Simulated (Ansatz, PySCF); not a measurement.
Molecule: Be2H2, charge 0, multiplicity 1. 
Structure (B3LYP-D3(BJ)/def2-TZVP (Ansatz, a quantum-chemistry and plane-wave program) minimum search):
SMILES: [BeH][BeH]
```xyz
4

H      0.0000     0.0000    -2.3848
Be     0.0000     0.0000    -1.0462
Be     0.0000     0.0000     1.0462
H      0.0000     0.0000     2.3848
```
Charge 0, spin multiplicity 1.

Quantity: atomisation energy (electronic, to ground-state atoms), in kcal/mol. Valence correlation only, unless marked. Open shells are spin-unrestricted. Spin-orbit coupling is left out. Non-relativistic. CBS(X,Y): correlation extrapolated as X^-3; Hartree-Fock from the larger set.

```json
[
 {"level": "M06-L-D4/def2-TZVPD", "program": "PySCF + dftd4", "atomisation energy (kcal/mol)": "188.4"},
 {"level": "r2SCAN/def2-TZVPD", "program": "Ansatz", "atomisation energy (kcal/mol)": "…"},
 {"level": "B2GP-PLYP-D4/def2-TZVPD", "program": "Ansatz + dftd4", "atomisation energy (kcal/mol)": "178.9"},
 {"level": "CCSD(T)/CBS(def2-TZVPPD,def2-QZVPPD)", "program": "Ansatz", "atomisation energy (kcal/mol)": "…"}
]
```

Q: Some entries are withheld; supply them.

A: 
- r2SCAN/def2-TZVPD, atomisation energy (kcal/mol): 184.6
- CCSD(T)/CBS(def2-TZVPPD,def2-QZVPPD), atomisation energy (kcal/mol): 176.6
